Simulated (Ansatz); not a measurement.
Ideal-gas functions of `[CH3][Ge]([F])[Br]` radical at 298.15 K and 1 bar, from an Ansatz frequency run at PBE0-D4/def2-TZVP.

Molar mass 186.55 g/mol, point group C1 (symmetry number 1), electronic degeneracy 2, moments of inertia 96.046, 322.882, 379.371 u Å². Harmonic wavenumbers (cm⁻¹, unscaled): 104, 133, 166, 196, 297, 566, 681, 768, 792, 1217, 1429, 1439, 3066, 3171, 3185.

Use S(trans) = R[1.5 ln M + 2.5 ln T − 1.1517]; rotational temperatures θ = 24.2544 K / I; S(rot) = R[ln(√π/σ · √(T³/θAθBθC)) + 1.5]; for each mode x = 1.438777 ν̃/T, S = R[x/(eˣ − 1) − ln(1 − e⁻ˣ)] and H = RT x/(eˣ − 1); 1 cm⁻¹ = 0.0119627 kJ/mol; R = 8.31446 J/(mol·K).

Q: By hand: the entropy, in J/(mol·K).

A: Translation 174.1. Rotation: θ = 0.2525, 0.0751, 0.0639 K, giving 116.2. Vibration, mode by mode: 14.13, 12.14, 10.38, 9.08, 6.00, 2.14, 1.38, 0.98, 0.90, 0.16, 0.07, 0.06, 0.00, 0.00, 0.00, in all 57.4. Electronic 5.8. Sum 353.5 J/(mol·K).

Q: By hand: H − E and G − E in kJ/mol, counted from the electronic energy.

A: Zero-point energy ½ × 17210 × 0.0119627 = 102.9; thermal vibration 9.2; translation, rotation and pV give 4 RT = 9.9. H − E = 122.0 kJ/mol, and G − E = 122.0 − 298.15 × 353.5/1000 = 16.6 kJ/mol.

Vibration gives 16 % of the entropy, 26.3 J/(mol·K) of it from the modes under 150 cm⁻¹: soft modes count most, and the harmonic formula is weakest for them. The sum counts one conformer and one mirror image; others add a mixing term.
